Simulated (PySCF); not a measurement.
Bond stretch in SH (anion, charge -1), singlet.

Methods: RKS-B3LYP/6-311+G** = restricted B3LYP/6-311+G**, spherical d (PySCF); RKS-CAM-B3LYP = restricted CAM-B3LYP/aug-cc-pVTZ (PySCF); UKS-BLYP = unrestricted BLYP/aug-cc-pVTZ in PySCF.

Energies are in mEh, each relative to the lowest point of its own curve near equilibrium.

```tsv
R / Å	RKS-B3LYP/6-311+G**	RKS-CAM-B3LYP	UKS-BLYP
1.02	96.5	93.2	96.2
1.07	62.7	60.1	62.8
1.15	27.5	25.7	27.9
1.22	10.3	9.2	10.7
1.27	3.7	___	4.0
1.32	0.6	0.3	0.7
1.35	0.0	0.0	0.0
1.39	0.5	0.9	0.3
1.43	2.2	2.9	1.8
1.50	7.4	8.7	___
1.58	15.6	17.6	14.1
1.68	27.7	30.7	25.4
1.80	43.5	47.6	40.1
2.00	69.3	75.3	64.0
2.23	95.6	103.5	88.1
2.45	116.2	126.0	106.3
2.68	133.5	145.0	118.2
2.96	149.5	162.8	125.8
3.27	162.2	177.4	129.6
3.65	172.4	189.9	___
4.07	179.1	199.0	131.9
4.76	184.1	207.5	___
5.33	___	___	130.3
```

Question: What belongs in the gaps?

Answer: 
- 1.27, RKS-CAM-B3LYP: 3.0
- 1.50, UKS-BLYP: 6.5
- 3.65, UKS-BLYP: 131.3
- 4.76, UKS-BLYP: 131.4
- 5.33, RKS-B3LYP/6-311+G**: 185.6
- 5.33, RKS-CAM-B3LYP: 211.2

The restricted form behind RKS-B3LYP/6-311+G**, RKS-CAM-B3LYP keeps the bonding electrons paired and can't separate into open-shell fragments. Where the anion isn't bound against loss of the electron, the finite basis alone holds it. At the longest distance RKS-CAM-B3LYP, UKS-BLYP leaves fractional charges on the fragments, a sign of delocalisation error or of the restricted form. The unrestricted determinant behind UKS-BLYP is spin-contaminated at 2.45 to 5.33 Å (<S²> up to 1.0, against 0.00 for a pure singlet).
